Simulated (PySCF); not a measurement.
Species: C4H7F3Si.
SMILES: `C[C@@H]1C[Si@H]1C(F)(F)F`

All values: CAM-B3LYP/def2-SVPD (PySCF, non-relativistic), on one gas-phase PBE0-D3(BJ)/def2-SVP geometry that isn't relaxed in the solvent. The solvent is an IEF-PCM continuum (Bondi radii, 1.10 Å for H, scaled by 1.2), and excitations are vertical TDDFT with non-equilibrium linear response and a frozen core. The model holds no explicit solvent molecules, cavitation or dispersion.

Gas-phase singlets (H = HOMO, L = LUMO):

```
state  E (eV)  λ (nm)      f           leading configurations
   S1   6.449     192  0.003             H→L+1 73%, H→L+2 14%
   S2   6.556     189  0.233                          H→L 93%
   S3   7.000     177  0.005                        H→L+3 83%
   S4   7.120     174  0.009  H→L+2 48%, H→L+1 17%, H-1→L 14%
   S5   7.561     164  0.019             H-1→L 72%, H→L+2 10%
```

**Question.** How does the list change in benzene (ε = 2.271)?

**Answer.** 
```tsv
state	E (eV)	λ (nm)	f	leading configurations	change by rank (eV)
S1	6.431	193	0.237	H→L 77%, H→L+1 15%	-0.018
S2	6.459	192	0.088	H→L+1 52%, H→L 19%, H→L+2 19%	-0.097
S3	6.979	178	0.010	H→L+3 66%, H→L+4 9%, H-1→L 8%	-0.021
S4	7.079	175	0.010	H→L+2 35%, H→L+1 21%, H→L+5 13%	-0.041
S5	7.513	165	0.031	H-1→L 72%, H→L+2 14%	-0.048
```

**Question.** The ground-state energy changes by -0.047 eV from gas to benzene. By how much does the total energy of gas-phase S5 change?

**Answer.** E(S5) = E(S0) + excitation energy, so it changes by -0.047 − 0.048 = -0.095 eV: it is lowered more than the ground state, which is what a red shift means. This is the vertical state, with the slow part of the continuum still set for S0.

**Question.** How do the frontier levels move from gas to benzene?

**Answer.** 
```
orbital  gas (eV)  solvent (eV)  change (eV)
 LUMO+2      1.51          1.55        +0.04
 LUMO+1      1.20          1.35        +0.15
   LUMO      0.91          1.02        +0.11
   HOMO     -8.51         -8.36        +0.15
 HOMO-1     -9.92         -9.77        +0.15
 HOMO-2    -11.27        -11.21        +0.06
 HOMO-3    -11.68        -11.50        +0.18
```

The HOMO–LUMO gap goes from 9.42 to 9.39 eV. Rows go by rank; for LUMO+1 and LUMO+2 the atom shares or the degeneracy differ between the runs, so the row needn't follow one orbital.

The values belong to the conformer `[CH3:1][C@@H:2]1[CH2:3][Si@H:4]1[C:5]([F:6])([F:7])[F:8]`: C3–Si4–C5–F6 29°.
